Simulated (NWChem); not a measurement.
System meant: GaNH₃OF; SMILES [NH2][Ga]([OH])[F]

Here is an NWChem input.

```
start job
memory heap 200 mb stack 900 mb global 1100 mb
geometry units angstroms noautoz
  Ga    -0.017537    -0.012237    -0.035561
  F      1.503938    -0.883547     0.031874
  O     -1.503473    -0.975369     0.017998
  H     -1.338176    -1.921249     0.088187
  N      0.003157     1.776474    -0.099807
  H     -0.832188     2.325382    -0.253556
  H      0.854222     2.303442    -0.243620
end
basis spherical
  * library def2-svp
end
dft
  odft
  mult 2
  xc b3lyp
  iterations 150
  mulliken
end
task dft energy
```

End of the output:

```
                                 NWChem DFT Module
                                 -----------------

 Summary of "ao basis" -> "ao basis" (spherical)
 ------------------------------------------------------------------------------
       Tag                 Description            Shells   Functions and Types
 ---------------- ------------------------------  ------  ---------------------
 Ga                         def2-svp                12       32   5s4p3d
 F                          def2-svp                 6       14   3s2p1d
 O                          def2-svp                 6       14   3s2p1d
 H                          def2-svp                 3        5   2s1p
 N                          def2-svp                 6       14   3s2p1d

 Summary of "ao basis" -> "ao basis" (spherical)
 ------------------------------------------------------------------------------
       Tag                 Description            Shells   Functions and Types
 ---------------- ------------------------------  ------  ---------------------
 Ga                         def2-svp                12       32   5s4p3d
 F                          def2-svp                 6       14   3s2p1d
 O                          def2-svp                 6       14   3s2p1d
 H                          def2-svp                 3        5   2s1p
 N                          def2-svp                 6       14   3s2p1d

  number of electrons :                   58
  multiplicity        :                    2
 ------------------------------------------------------------------------
  no. of electrons and multiplicity not compatible                  58
 ------------------------------------------------------------------------
 ------------------------------------------------------------------------
  current input line :
    22: task dft energy
 ------------------------------------------------------------------------
 ------------------------------------------------------------------------
 There is an error in the input file
 ------------------------------------------------------------------------
 For more information see the NWChem manual at https://nwchemgit.github.io

0: no. of electrons and multiplicity not compatible:Received an Error in Communication
```

Find the fault in this run and fix the input.

The program refused the input. Cause: the multiplicity doesn't fit the number of electrons (an even count wants an odd multiplicity, and the reverse). This input runs:
```
start job
memory heap 200 mb stack 900 mb global 1100 mb
geometry units angstroms noautoz
  Ga    -0.017537    -0.012237    -0.035561
  F      1.503938    -0.883547     0.031874
  O     -1.503473    -0.975369     0.017998
  H     -1.338176    -1.921249     0.088187
  N      0.003157     1.776474    -0.099807
  H     -0.832188     2.325382    -0.253556
  H      0.854222     2.303442    -0.243620
end
basis spherical
  * library def2-svp
end
dft
  xc b3lyp
  iterations 150
  mulliken
end
task dft energy
```
It converges to -2156.18856 Ha (B3LYP/def2-SVP).
